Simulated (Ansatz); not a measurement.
Total energies of In9Sb9H24, a nanocrystal cut from wurtzite InSb (hydrogen-capped) from Ansatz at PBE0-D4/def2-TZVP, gas phase (1 Eh = 27.2114 eV = 2625.5 kJ/mol). The reference geometry is relaxed at PBE-D4/def2-SVP.

```
atom   x (Å)   y (Å)   z (Å)
 In1   0.973  -5.734  -0.220
 Sb2   3.227  -4.108   0.785
 Sb3  -0.615  -3.350  -0.566
 In4  -1.377  -2.095   1.874
 In5   3.373  -1.254   1.125
 Sb6   1.017  -0.675   2.628
 Sb7  -3.197   0.018   1.299
 In8  -4.370   1.231   3.640
 In9   0.768   2.143   3.005
Sb10  -1.750   2.384   4.377
In11   0.298  -1.637  -2.650
Sb12   2.515  -0.268  -1.413
Sb13  -1.594   0.456  -3.028
In14  -2.400   1.883  -0.700
In15   2.388   2.583  -1.359
Sb16   0.104   2.878   0.328
In17  -1.051   2.136  -5.311
Sb18   1.344   3.224  -3.963
 H19   0.431  -6.613   1.176
 H20   1.525  -6.311  -1.762
 H21   3.784  -4.728   2.290
 H22   4.668  -4.494  -0.073
 H23  -2.133  -3.885  -1.182
 H24  -1.885  -3.185   3.139
 H25   4.888  -0.659   1.747
 H26   1.398  -1.254   4.203
 H27  -4.482  -0.820   0.513
 H28  -4.655   0.025   4.856
 H29  -5.323   2.608   3.183
 H30   2.105   2.971   3.754
 H31  -1.366   1.996   6.009
 H32  -1.902   4.074   4.662
 H33   0.801  -2.452  -4.109
 H34   3.860  -0.586  -2.439
 H35  -3.024  -0.421  -3.423
 H36  -3.524   3.188  -0.984
 H37   3.834   3.443  -0.907
 H38  -0.103   4.584   0.423
 H39  -0.407   1.184  -6.612
 H40  -2.159   3.473  -5.343
 H41   2.715   3.102  -4.996
 H42   1.305   4.944  -3.977
```

```json
{"state": "charge 0 singlet", "geometry": "reference", "energy (Eh)": "-3888.45180"}
{"state": "charge 1 doublet", "geometry": "reference", "energy (Eh)": "-3888.17732"}
{"state": "charge -1 doublet", "geometry": "reference", "energy (Eh)": "-3888.50416"}
{"state": "free In atom (doublet)", "geometry": "–", "energy (Eh)": "-190.11398"}
{"state": "free Sb atom (quartet)", "geometry": "–", "energy (Eh)": "-240.22283"}
{"state": "free H atom (doublet)", "geometry": "–", "energy (Eh)": "-0.50104"}
```

In the def2 sets In, Sb take a core potential; there is no spin–orbit coupling. Single mean-field runs in def2-TZVP are fitted with def2-universal-jkfit.

(1) Work out the vertical ionisation energy to the doublet.

(2) Work out the vertical electron affinity, to the doublet.

(3) Give the fundamental gap IE − EA, the Mulliken electronegativity (IE + EA)/2 and the hardness (IE − EA)/2.

(4) What is the binding energy per atom against free atoms?

(1) E(charge 1 doublet) − E(charge 0 singlet) = -3888.17732 − (-3888.45180) = 0.27448 Eh = 7.47 eV. For comparison, −ε of the highest occupied level is 6.52 eV at this level, 0.95 eV less.

(2) E(charge 0 singlet) − E(charge -1 doublet) = -3888.45180 − (-3888.50416) = 0.05236 Eh = 1.42 eV. The basis lacks diffuse functions, which makes affinities too small.

(3) From the values in Eh: IE − EA = 0.27448 − 0.05236 = 0.22212 Eh = 6.04 eV; (IE + EA)/2 = 4.45 eV; (IE − EA)/2 = 3.02 eV. The HOMO–LUMO gap of the same run is 4.33 eV, 1.71 eV smaller than the fundamental gap.

(4) Atoms: 9 × (-190.11398) + 9 × (-240.22283) + 24 × (-0.50104) = -3885.05625 Eh. Binding: -3885.05625 − (-3888.45180) = 3.39555 Eh = 92.40 eV, or 2.20 eV for each of 42 atoms (no zero-point energy, no counterpoise term).
